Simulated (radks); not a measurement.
Task: These are the eigenvalues of the occupied orbitals of an atom or ion with whole-number occupations (eV). Calculated with a radial shooting solver on a logarithmic mesh with Libxc functionals: scalar-relativistic Kohn-Sham, BLYP, spin-polarised, spherical densities, finite nucleus; Fermi nuclear charge, rms radius of each element as measured or else 0.836 A^(1/3) + 0.57 fm.

| orbital | eigenvalue |
|---|---|
| 1s up | -3523.836 |
| 1s down | -3523.819 |
| 2s up | -353.2013 |
| 2s down | -353.1845 |
| 2p up | -280.1218 |
| 2p down | -280.1053 |
| 3s up | -35.0240 |
| 3s down | -34.9766 |
| 3p up | -18.5447 |
| 3p down | -18.4880 |
| 4s up | -2.4137 |

Which element is it, and in what charge state? The configuration may be excited. Open shells, if any, are filled with parallel spins first.

Result: Z = 19, potassium, charge 0: K in [Ar] 4s1. The list shows which subshells hold electrons but not how many an open one holds; the 1s level, -129.5 hartree, gives Z - s = 16.1 by -(Z - s)^2/2, which with screening and relativity narrows Z to a few neighbours, and the depths of the outer levels then fix element, charge and occupations together.
